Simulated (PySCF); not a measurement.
HO₄S, SMILES [O]S(=O)(=O)O, multiplicity 2. Atoms are numbered in the order given.

```xyz
6

O      0.3813     0.8778    -1.1527
S     -0.1103     0.0443     0.0000
O      0.3813     0.8778     1.1527
O     -1.4933    -0.3750     0.0000
O      0.7398    -1.3300     0.0000
H      1.6927    -1.1140     0.0000
```
Charge 0, spin multiplicity 2.

The structure is a stationary point at TPSSh-D3(BJ)/def2-SVP. The isomer is the one that the SMILES or the coordinates give; other isomers of the formula were not compared. One conformer was computed; it need not be the lowest.

Level of theory: TDA-PBE/def2-SVPD in PySCF.

Vertical excitations. Gas-phase values at a fixed geometry.

```
state    energy (eV)  λ (nm)      f                                                  main pairs
-------  -----------  ------  -----  ----------------------------------------------------------
root 1          0.79    1575  0.001                                            β HOMO→LUMO 98 %
root 2          1.29     962  0.000                                          β HOMO−1→LUMO 99 %
root 3          2.36     526  0.000                      β HOMO−3→LUMO 76 %, β HOMO−4→LUMO 24 %
root 4          2.61     474  0.012                                          β HOMO−2→LUMO 86 %
root 5          2.82     439  0.006                                          β HOMO−5→LUMO 89 %
root 6          3.43     361  0.030  β HOMO−4→LUMO 63 %, β HOMO−3→LUMO 18 %, β HOMO−6→LUMO 12 %
root 7          4.67     266  0.035                                          β HOMO−6→LUMO 84 %
root 8          5.78     215  0.022                                          β HOMO−7→LUMO 94 %
root 9          5.88     211  0.013                                          β HOMO−8→LUMO 98 %
root 10         6.78     183  0.000                        α HOMO→LUMO 18 %, β HOMO→LUMO+1 81 %
```
Unrestricted roots are not spin-pure.
